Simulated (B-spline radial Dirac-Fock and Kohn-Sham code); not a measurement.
These are calculated numbers from a radial finite-basis atomic code; the model is Dirac-Fock (average of configuration) total-energy differences with a finite nucleus, the Breit interaction including its frequency dependence, and self-energy and vacuum-polarisation corrections. No correlation.

Q: An atom or ion in its tabulated ground configuration has these computed binding energies (the last is its least bound level). Which is it?

```
level  binding energy (eV)
   1s              94029.8
   2s              22783.2
   2p              20961.0
```

A: Tl⁷⁴⁺: Z = 81 with 7 electrons, [He] 2s2 2p3. The hydrogen-like estimate √(E/Ry) = 83.1 for the K level lies 2.1 above Z (screening lowers it, relativity raises it); the outermost level, at 20961.0 eV, fixes the charge.
